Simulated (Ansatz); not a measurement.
Consider the hydrogenolysis of a Ge–C bond: `[CH3][GeH]([Cl])[C]#N` + H₂ → `[CH3][GeH2][Cl]` + `C#N`.

Calculated with Ansatz (gas phase, PBE0-D4/def2-TZVP geometries, no zero-point term in ΔE). CCSD(T)/CBS is the MP2 limit (def2-TZVPP, def2-QZVPP) plus CCSD(T) − MP2 in def2-TZVPP, frozen cores. This one scheme is used for every species. DFT in def2-TZVPP. B3LYP here is the variant with VWN-RPA as its local correlation; programs differ in this. HSE06 is defined as in plane-wave codes. For Ge outer-core shells are correlated without core-valence functions, which leaves a few kJ/mol of doubt a bond. Scalar relativity is left out up to krypton.

```tsv
level	ΔE (kJ/mol)	difference from CCSD(T)/CBS
revPBE-D4	8.1	4.7
BLYP-D4	5.6	2.2
BHLYP-D4	-0.2	-3.6
B2PLYP	1.4	-2.0
PBE-QIDH	3.3	-0.1
BLYP	-3.8	-7.2
r2SCAN	3.6	0.2
PBE0	-2.9	-6.3
B3LYP	-5.3	-8.7
r2SCAN0	0.4	-3.0
HSE06	-2.7	-6.1
MP2/def2-SVP	3.4	0.0
CCSD/def2-SVP	-7.2	-10.6
SCS-MP2/def2-TZVPP	9.4	6.0
CCSD(T)/def2-TZVPP	6.7	3.3
SCS-MP2/def2-QZVPP	7.3	3.9
CCSD(T)/CBS	3.4	0
```

What do rigid-rotor, harmonic-oscillator terms from PBE0-D4/def2-TZVP frequencies (298.15 K, 1 bar) make of the CCSD(T)/CBS value? (Estimate.)

Ansatz gave: ΔZPE = +15.0 kJ/mol, ΔH = +13.5 kJ/mol, ΔS = 23 J/(mol·K), ΔG = +6.5 kJ/mol.

Largest T1 diagnostic among the species: 0.014.

From r2SCAN to r2SCAN0 (25 % exact exchange), in def2-TZVPP and without D4, ΔE moves by −3.2 kJ/mol. Leaving LDA and LC-ωPBE aside and taking each functional with its dispersion term where it has one, the values, not all of them listed here, spread over 10.8 kJ/mol, from B97M-V to revPBE-D4. The D4 term adds +7.7 kJ/mol with B3LYP and +4.4 kJ/mol with PBE0; it sums over pairs of atoms, weighted by their polarisabilities, and B3LYP, whose exchange is more repulsive, gets the larger term.

CCSD(T)/CBS has its own doubt, a few kJ/mol and more with outer-core shells, so smaller differences from it don't rank the levels.
